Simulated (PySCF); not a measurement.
Computed shifts of a molecule C5H6F2, HF/pcSseg-1 (PySCF), GIAO, gas phase, equivalent atoms averaged, in ppm (number of nuclei): ¹⁹F: -115.1 (1), -125.0 (1). ¹³C: 154.4 (1), 143.4 (1), 105.5 (1), 43.7 (1), 29.4 (1). ¹H: 6.87 (1), 6.42 (1), 5.74 (1), 3.09 (1), 3.06 (1), 2.79 (1). References: ¹⁹F against CFCl3 (σ = 238.5 ppm); ¹³C against TMS (σ = 192.6 ppm); ¹H against TMS (σ = 31.99 ppm), references at their B3LYP-D3(BJ)/def2-TZVP geometries, non-relativistic. The structure is a stationary point at PBE0-D3(BJ)/def2-SVP. The values are those of a single conformer.

Question: Identify the compound among the candidates.
A. FC1(F)C=CCC1
B. C=C=C(F)[C@H](C)F
C. FC(F)[C@H]1C=CC1
D. CC(C)=C=C(F)F

Answer: C, FC(F)[C@H]1C=CC1
